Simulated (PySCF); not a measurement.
**Orbital picture of CdP**

PBE at R = 2.680 Å; basis Cd def2-TZVPP with ECP28, P def2-TZVPP; scalar-relativistic core potentials; PySCF 2.14. State: ⁴Σ⁻ (quartet), unpaired electrons σ ↑, π ↑↑. Only the outer orbitals are listed, counted within each symmetry, core potentials removing the inner ones.

```tsv
spin	orbital	occ.	ε (eV)	on Cd (%)	main shells (%)
α	8σ	1	-7.21	50	48 Cd s, 48 P p
α	4π	1	-6.06	3	97 P p
α	4π	1	-6.06	3	97 P p
α	9σ	1	-4.65	62	46 Cd s, 38 P p, 14 Cd p
α	5π	0	-1.31	96	96 Cd p
α	5π	0	-1.31	96	96 Cd p
α	10σ	0	0.09	102	97 Cd p
β	8σ	1	-6.42	65	64 Cd s, 31 P p
β	4π	0	-3.82	9	91 P p, 8 Cd p
β	4π	0	-3.82	9	91 P p, 8 Cd p
β	9σ	0	-3.47	50	50 P p, 32 Cd s, 17 Cd p
```

Task: Which are the highest filled and the lowest empty level, where do they sit, and how wide is the gap?

Result: Highest filled α 9σ at -4.65 eV (in %: 46 Cd s, 38 P p, 14 Cd p); lowest empty β 4π at -3.82 eV (in %: 91 P p, 8 Cd p); the gap at PBE is 0.83 eV.

The bond order (Mayer) is 0.78. The ⟨S²⟩ is 3.756 and the charge on Cd (Mulliken, basis-dependent) is 0.13. The charge on Cd (Löwdin, basis-dependent) is 0.05. The dipole moment (positive dipole means Cd(−)P(+)) is -0.75 D. The polarisability along the bond is 112.4 bohr³ and the polarisability across the bond is 52.8 bohr³.

Shares are Mulliken populations and can fall outside 0 to 100 %.

Spin–orbit coupling is left out. The state is the lowest determinant that a PBE0 search found; another state may lie lower at other levels.
